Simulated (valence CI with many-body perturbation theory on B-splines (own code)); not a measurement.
From CI to CI+MBPT in Tc27+

Calculated by valence CI with perturbative core correlation (CI+MBPT): six valence electrons over a frozen Dirac-Fock core [Ne], radial functions for each j: 9 s, 9 p, 8 d, 6 f, 3 g, 1 h, with the one-electron correlation potential Σ1, the two-electron term Σ2, the three-electron term Σ3, Breit, model QED; selected CI, second order for the rest, scaled by the run's own slope (own B-spline code, finite nucleus).

No measured spectrum was set against this ion. As an estimate, large intervals hold to a few tenths of a per cent, small ones and those within an open d or f shell to about a per cent. Among the levels kept, up to 1600 cm⁻¹ of a level comes from second order outside the variational space, and about a tenth of that is noise between levels of different J, which matters for small intervals.

Each rung adds one term. CI alone is the Dirac-Coulomb CI over the frozen core; QED comes last and gives the full result, which names the levels. Energies are above (3s^2 3p1/2^2 3p3/2^2) J=2 on the same rung, in eV.

Levels are named by their leading jj configuration (3d3/2^4 stands for four electrons in 3d with j = 3/2), which in mixed levels can hold well under half, so a name can repeat and another be missing. Letters in brackets count levels of one name in rising energy.

```tsv
Level	CI alone	+ Σ1	+ Σ2	+ Σ3	+ Breit	Full
(3s^2 3p1/2^2 3p3/2^2) J=0	8.70	8.70	8.67	8.64	8.68	8.68
(3s^2 3p1/2 3p3/2^3) J=1	24.75	24.80	24.84	24.85	24.46	24.51
(3s^2 3p1/2 3p3/2^3) J=2	30.30	30.34	30.36	30.34	29.89	29.94
(3s^2 3p3/2^4) J=0	59.25	59.34	59.39	59.35	58.56	58.66
(3s 3p1/2^2 3p3/2^3) J=2	100.89	100.77	100.74	100.86	100.75	100.35
(3s 3p1/2^2 3p3/2^3) J=1	107.80	107.68	107.58	107.65	107.49	107.20
(3s^2 3p1/2^2 3p3/2 3d3/2) J=2	114.44	114.29	114.06	113.96	113.70	113.64
(3s^2 3p1/2^2 3p3/2 3d3/2) J=0	115.49	115.34	115.16	115.08	114.84	114.78
(3s^2 3p1/2^2 3p3/2 3d3/2) J=3	116.07	115.93	115.71	115.61	115.21	115.16
(3s^2 3p1/2^2 3p3/2 3d3/2) J=1	120.73	120.60	120.39	120.33	120.01	119.88
(3s^2 3p1/2^2 3p3/2 3d5/2) J=4	121.01	120.90	120.70	120.59	119.96	119.93
(3s^2 3p1/2^2 3p3/2 3d5/2) J=2	125.38	125.27	125.02	124.92	124.38	124.33
(3s 3p1/2 3p3/2^4) J=0	126.94	126.85	126.86	126.95	126.52	126.20
(3s^2 3p1/2^2 3p3/2 3d5/2) J=3	132.00	131.88	131.61	131.45	130.91	130.88
(3s 3p1/2 3p3/2^4) J=1	132.72	132.63	132.52	132.56	131.99	131.79
(3s^2 3p1/2 3p3/2^2 3d3/2) J=1 [a]	135.41	135.30	135.09	134.96	134.32	134.30
(3s^2 3p1/2 3p3/2^2 3d3/2) J=2 [a]	136.44	136.33	136.13	136.04	135.38	135.37
(3s^2 3p1/2 3p3/2^2 3d3/2) J=0	137.47	137.37	137.17	137.10	136.43	136.41
(3s^2 3p1/2 3p3/2^2 3d3/2) J=3 [a]	139.11	139.01	138.81	138.72	137.91	137.90
```

Task: How does the ionisation energy move along the ladder, and which term matters most?

Result: CI alone 1482.5, + Σ1 1483.3, + Σ2 1483.4, + Σ3 1482.9, + Breit 1482.1, + QED 1482.1 eV. The largest step is Σ1, 0.8 eV, with Breit about as large (-0.7). NIST lists 1479.5 ± 2 eV (semi-empirical).
